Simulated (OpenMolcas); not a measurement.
A calculation on Fe⁵⁺.

```json
{
 "Program": "OpenMolcas",
 "Method": "SS-CASPT2, IPEA 0.25 Eh, imaginary shift 0.1 Eh (closed shells correlated: 3s 3p)",
 "Basis": "ANO-RCC-VTZP [6s5p3d2f1g]",
 "Scalar Hamiltonian": "DKH2, point nucleus",
 "Active space": "3 electrons in 5 orbitals (3d)",
 "State averaging": "2S+1 = 4 even, 10 roots; 2S+1 = 2 even, 40 roots",
 "Spin-orbit coupling": "RASSI with atomic mean-field integrals over the reference wave functions, term energies averaged over their components"
}
```

Q: Which level of the active space comes out lowest?

A: 3d³ ⁴F_3/2, with 100 % of that term; it is also the measured ground level.

Q: How high does 3d³ ⁴F_5/2 lie?

A: 544 cm⁻¹ above the lowest level; measured 511 cm⁻¹ above the ground level, so the calculation is off by +6 %.

Q: How high does 3d³ ²P_1/2 lie?

A: 28870 cm⁻¹ above the lowest level; measured 26496 cm⁻¹ above the ground level, so the calculation is off by +9 %.

Q: How high does 3d³ ⁴P_1/2 lie?

A: 19610 cm⁻¹ above the lowest level; measured 18738 cm⁻¹ above the ground level, so the calculation is off by +5 %.

Q: The level at 27890 cm⁻¹ has J = 3/2. What is it made of, and what is its g factor?

A: 65 % 3d³ ²D_3/2(1), 34 % 3d³ ²P; g = 0.989, against 0.800 from Landé's formula for the pure leading term.

Measured values: Corliss and Sugar, J. Phys. Chem. Ref. Data 11, 135 (1982).

Term energies are means over components that CASPT2 splits; among the terms shown or strongly mixed into the levels shown the widest spread is 890 cm-1 (3d³ ⁴F). The CASPT2 spread within a term exceeds the gap to the next term for 3d³ ²P and 3d³ ²D(1), so the order of their levels is uncertain, and so are names and mixing where such terms share a J. Computed and measured levels are paired by configuration, term and J; levels that our copy of the source lacks, or whose pairing is in doubt (as where it misses far off the trend of its configuration), stay unpaired and out of the deviations. Levels of configurations outside the active space are missing.

A number in round brackets counts repeated terms of one configuration in the order of the reference energies.
